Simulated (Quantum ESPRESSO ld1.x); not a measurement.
The numbers below are computed, except where a source is named.
Pd+, configuration [Ar] 3d10 4s2 4p4 4d9 5s2 (not the ground configuration). Level of theory: non-relativistic Kohn-Sham, LDA (Slater exchange, Perdew-Wang correlation), spin-unpolarised, spherical densities, point nucleus; relativity is left out, which matters for an element this heavy (ld1.x of Quantum ESPRESSO 7.5).

Normalised radial functions P(r) = r R(r), r in bohr:

```
   r/bohr * 4d, o 5p (the largest magnitude, 0.94, reaches the edge; | marks zero, & curves that meet)
 0.001821                             &
 0.002154                             &
 0.002568                             &
 0.003038                             &
 0.003593                             &
 0.004251                             &
 0.005069                             &
 0.005996                             &
 0.007093                             &
 0.008458                             &
  0.01001                             &
  0.01184                             &
  0.01411                             *o
   0.0167                             *o
  0.01975                             *o
  0.02336                             *o
  0.02786                             * o
  0.03295                             |*o
  0.03898                             |*o
  0.04648                             |* o
  0.05499                             | *o
  0.06505                             |  &
  0.07756                             |  o*
  0.09175                             |  o *
   0.1085                             | o    *
   0.1284                             |o       *
   0.1531                            o|          *
   0.1811                           o |            *
   0.2142                         o   |             *
   0.2555                        o    |             *
   0.3022                        o    |           *
   0.3575                         o   |       *
   0.4263                            o| *
   0.5043                        *    | o
   0.5965                *            |    o
   0.7056         *                   |      o
   0.8414    *                        |       o
   0.9954  *                          |     o
    1.177   *                         | o
    1.404      *                   o  |
    1.661          *         o        |
    1.965               *o            |
    2.343            o      *         |
    2.771           o           *     |
    3.278            o             *  |
    3.878               o           * |
    4.624                  o         *|
     5.47                      o      *
    6.471                         o   *
    7.716                           o *
    9.128                            o*
     10.8                             &
    12.88                             &
    15.23                             &
    18.02                             &
    21.31                             &
    25.42                             &
    30.06                             &
    35.56                             &
    42.41                             &
    50.17                             &
```

4d: eigenvalue -24.285 eV, 1 radial node at r = 0.444 bohr, <r> = 1.30 bohr, 90 % of the charge inside 2.04 bohr. 5p (empty): eigenvalue -8.512 eV, 3 radial nodes at r = 0.145, 0.451, 1.26 bohr, <r> = 3.30 bohr, 90 % of the charge inside 4.90 bohr.
